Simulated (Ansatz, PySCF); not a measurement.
Potential energy curve for AsH, triplet.

UMP2/6-31G* = unrestricted MP2 (frozen core)/6-31G*, spherical d in PySCF; UCCSDT(Q) = Ansatz (an electronic-structure program) with CCSDT(Q) on UHF/def2-TZVP, cores with 3d frozen; ROCCSD = CCSD on ROHF/def2-TZVP, cores with 3d frozen (Ansatz).

Total energies in hartree (comparable only within one method and basis):

```json
[
 {"R / Å": "1.17", "UMP2/6-31G*": "-2234.60560", "UCCSDT(Q)": "-2234.80330", "ROCCSD": "-2234.79900"},
 {"R / Å": "1.21", "UMP2/6-31G*": "-2234.62674", "UCCSDT(Q)": "-2234.82413", "ROCCSD": "-2234.81979"},
 {"R / Å": "1.31", "UMP2/6-31G*": "-2234.66220", "UCCSDT(Q)": "-2234.85896", "ROCCSD": "-2234.85449"},
 {"R / Å": "1.36", "UMP2/6-31G*": "-2234.67280", "UCCSDT(Q)": "-2234.86935", "ROCCSD": "-2234.86481"},
 {"R / Å": "1.44", "UMP2/6-31G*": "-2234.68263", "UCCSDT(Q)": "-2234.87902", "ROCCSD": "-2234.87435"},
 {"R / Å": "1.46", "UMP2/6-31G*": "-2234.68399", "UCCSDT(Q)": "-2234.88037", "ROCCSD": "-2234.87566"},
 {"R / Å": "1.53", "UMP2/6-31G*": "-2234.68605", "UCCSDT(Q)": "-2234.88247", "ROCCSD": "-2234.87763"},
 {"R / Å": "1.59", "UMP2/6-31G*": "-2234.68514", "UCCSDT(Q)": "-2234.88170", "ROCCSD": "-2234.87673"},
 {"R / Å": "1.62", "UMP2/6-31G*": "-2234.68397", "UCCSDT(Q)": "-2234.88062", "ROCCSD": "-2234.87558"},
 {"R / Å": "1.66", "UMP2/6-31G*": "-2234.68181", "UCCSDT(Q)": "-2234.87862", "ROCCSD": "-2234.87348"},
 {"R / Å": "1.74", "UMP2/6-31G*": "-2234.67589", "UCCSDT(Q)": "-2234.87311", "ROCCSD": "-2234.86773"},
 {"R / Å": "1.92", "UMP2/6-31G*": "-2234.65727", "UCCSDT(Q)": "-2234.85663", "ROCCSD": "-2234.85058"},
 {"R / Å": "2.08", "UMP2/6-31G*": "-2234.63873", "UCCSDT(Q)": "-2234.84072", "ROCCSD": "-2234.83386"},
 {"R / Å": "2.31", "UMP2/6-31G*": "-2234.62242", "UCCSDT(Q)": "-2234.82019", "ROCCSD": "-2234.81172"},
 {"R / Å": "2.53", "UMP2/6-31G*": "-2234.61500", "UCCSDT(Q)": "-2234.80536", "ROCCSD": "-2234.79513"},
 {"R / Å": "2.74", "UMP2/6-31G*": "-2234.61148", "UCCSDT(Q)": "-2234.79591", "ROCCSD": "—"},
 {"R / Å": "3.07", "UMP2/6-31G*": "-2234.60902", "UCCSDT(Q)": "-2234.78810", "ROCCSD": "—"},
 {"R / Å": "3.38", "UMP2/6-31G*": "-2234.60810", "UCCSDT(Q)": "-2234.78514", "ROCCSD": "—"},
 {"R / Å": "3.79", "UMP2/6-31G*": "-2234.60762", "UCCSDT(Q)": "-2234.78385", "ROCCSD": "—"},
 {"R / Å": "4.12", "UMP2/6-31G*": "-2234.60746", "UCCSDT(Q)": "-2234.78356", "ROCCSD": "—"},
 {"R / Å": "4.59", "UMP2/6-31G*": "-2234.60735", "UCCSDT(Q)": "-2234.78344", "ROCCSD": "—"},
 {"R / Å": "5.33", "UMP2/6-31G*": "-2234.60729", "UCCSDT(Q)": "-2234.78339", "ROCCSD": "—"},
 {"R / Å": "6.16", "UMP2/6-31G*": "-2234.60728", "UCCSDT(Q)": "-2234.78338", "ROCCSD": "—"}
]
```

A dash means that the run gave no value there, or that the column was ended at a point which the program doubted or which failed a test of continuity chosen for this set; such a test can also cut sound points.

The unrestricted determinant behind UMP2/6-31G* is spin-contaminated at 1.92 to 6.16 Å (<S²> up to 3.0, against 2.00 for a pure triplet). The unrestricted determinant behind UCCSDT(Q) is spin-contaminated at 2.08 to 6.16 Å (<S²> up to 3.0, against 2.00 for a pure triplet). The T1 diagnostic of CCSD on the restricted reference of ROCCSD exceeds 0.045 at 2.31 to 2.74 Å.
